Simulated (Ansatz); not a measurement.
C₃H₇ClOZn, SMILES `CC(C)[O][Zn][Cl]`, one more setting.

```yaml
crystal:
  periodic: [false, false, false]
  atoms:
    - {symbol: C, position_ang: [-0.721106, -0.286257, 1.410656]}
    - {symbol: C, position_ang: [0.672990, 0.114046, 0.525211]}
    - {symbol: C, position_ang: [1.033930, -1.063247, -0.645827]}
    - {symbol: O, position_ang: [0.551510, 1.546495, -0.119893]}
    - {symbol: Zn, position_ang: [-0.839241, 2.000481, -1.458843]}
    - {symbol: Cl, position_ang: [-2.402851, 2.715900, -3.041112]}
    - {symbol: H, position_ang: [-0.591214, -1.350523, 2.001666]}
    - {symbol: H, position_ang: [-1.686560, -0.397346, 0.656783]}
    - {symbol: H, position_ang: [-0.971524, 0.585538, 2.230213]}
    - {symbol: H, position_ang: [1.620878, 0.182222, 1.308362]}
    - {symbol: H, position_ang: [0.094224, -1.186101, -1.429663]}
    - {symbol: H, position_ang: [1.235657, -2.158796, -0.137952]}
    - {symbol: H, position_ang: [2.026267, -0.741387, -1.283025]}
basis:
  gaussian: {orbitals: cc-pVDZ}
hamiltonian: {xc: {name: B2GP-PLYP}}
```

```sh
$ ansatz run in.yaml --threads 2 --pin off --events-out ev --progress --plain --max-ram 32768MiB --backend cpu
```

It prints (some lines left out):

```
Functional definition: B2GP-PLYP
1499 factors; integrals over basis functions are off by at most 1.4e-3 eV
mean field evaluation 1: about -66172.4876 eV, gradient 4.8e1 eV
mean field evaluation 2: about -66172.5848 eV, gradient 4.8e1 eV
mean field evaluation 4: about -66177.6093 eV, gradient 9.6e0 eV
mean field evaluation 8: about -66177.8132 eV, gradient 6.5e-1 eV
mean field evaluation 16: about -66177.8139 eV, gradient 1.5e-4 eV
mean field -66177.81393136 eV, -2431.9898050442 hartree, gradient 5.1e-6 eV, S^2 0.000000; 0 other end points of the search recorded, 0 dependent functions left out
14 core orbitals not correlated: weight in the atoms' cores, before any rotation towards them, 1.000 or more for the frozen orbitals, at most 0.000 for the correlated occupied ones
reference -66177.81407481 eV, -2431.9898103158 hartree; 26, 26 occupied and 112, 112 virtual orbitals, 1499 factors
second order -43.98032982 eV of doubles, -0.00000000 eV of singles
Total energy: -66193.64699355 eV, -2432.5716593475 hartree
```

It took 8.1 s on 2 threads of an AMD EPYC 7R13 on a shared host, with 0.71 GiB of host memory at the peak.
